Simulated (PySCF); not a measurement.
How the method changes the constants of Pb₂⁺

State: ⁴Σg⁻ (quartet), unpaired electrons σ ↑, π ↑↑. Set-up: PySCF, scalar-relativistic core potentials, basis sets Pb aug-cc-pVDZ-PP with ECP60. De refers to Pb⁺ + Pb in their high-spin ground configurations, without counterpoise correction. The functionals are run spin-unrestricted.

| Level | Re (Å) | ωe (cm⁻¹) | De (eV) |
| --- | --- | --- | --- |
| UHF | 2.924 | 128 | 1.39 |
| UHF-MP2 | 2.923 | 125 | 2.25 |
| UHF-SCS-MP2 | 2.901 | 132 | 1.92 |
| UHF-CCSD | 2.954 | 119 | 2.14 |
| UHF-CCSD(T) | 2.968 | 114 | 2.26 |
| PBE | 2.987 | 109 | 2.81 |
| PW91 | 2.984 | 110 | 2.81 |
| BLYP | 3.042 | 101 | 2.65 |
| r²SCAN | 2.944 | 117 | 2.71 |
| PBE0 | 2.931 | 120 | 2.56 |
| M06 | 2.982 | 117 | 2.82 |

Task: Which functional lies closest to UHF-CCSD(T) in De, which farthest, and by how much do they differ from it?

Result: Closest is PBE0 (-3.7 pm in Re, +5.3 % in ωe, +0.30 eV in De against UHF-CCSD(T) in the same basis), farthest M06 (+1.4 pm in Re, +2.6 % in ωe, +0.56 eV in De). CCSD(T) converges more slowly with the basis than the functionals do and binds too weakly in this one, so the order can change at the basis-set limit.

Task: What does the step from GGA to meta-GGA do here, going from PBE to r²SCAN?

Result: r²SCAN less PBE: -4.3 pm in Re, +7.3 % in ωe, -0.10 eV in De. 

Task: What does the triples do here, going from UHF-CCSD to UHF-CCSD(T)?

Result: UHF-CCSD(T) less UHF-CCSD: +1.4 pm in Re, -4.2 % in ωe, +0.12 eV in De. Correlation nearly always deepens the well. The bond lengthens, as in strong covalent bonds, where excitations into antibonding orbitals dominate.

Correlated steps freeze 8 core orbitals. Correlated levels converge slowly with the basis: in double zeta they bind strong bonds too weakly, by up to about 1 eV, and carry superposition errors of some tenths. Spin–orbit coupling is left out, which matters for elements this heavy, above all for dissociation energies. The state was picked by a PBE0 search and need not be the measured ground state.
